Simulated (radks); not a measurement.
Problem. These are the eigenvalues of the occupied orbitals of an atom or ion with whole-number occupations (hartree). Calculated with a radial shooting solver on a logarithmic mesh with Libxc functionals: Dirac Kohn-Sham, PBE, spin-unpolarised, spherical densities, finite nucleus; Fermi nuclear charge, rms radius of each element as measured or else 0.836 A^(1/3) + 0.57 fm.

orbital  eigenvalue
1s1/2     -555.6755
2s1/2     -77.10587
2p1/2     -70.25510
2p3/2     -68.01966
3s1/2     -14.22514
3p1/2     -11.76646
3p3/2     -11.42873
3d3/2      -7.12345
3d5/2      -7.06558
4s1/2      -4.01427
4p1/2      -3.34036

Which element is it, and in what charge state? The configuration may be excited. Open shells, if any, fill j = l - 1/2 first.

Solution. Z = 37, rubidium, charge +6: Rb6+ in [Ar] 3d10 4s2 4p1. The list shows which subshells hold electrons but not how many an open one holds; the 1s level, -555.68 hartree, gives Z - s = 33.3 by -(Z - s)^2/2, which with screening and relativity narrows Z to a few neighbours, and the depths of the outer levels then fix element, charge and occupations together.
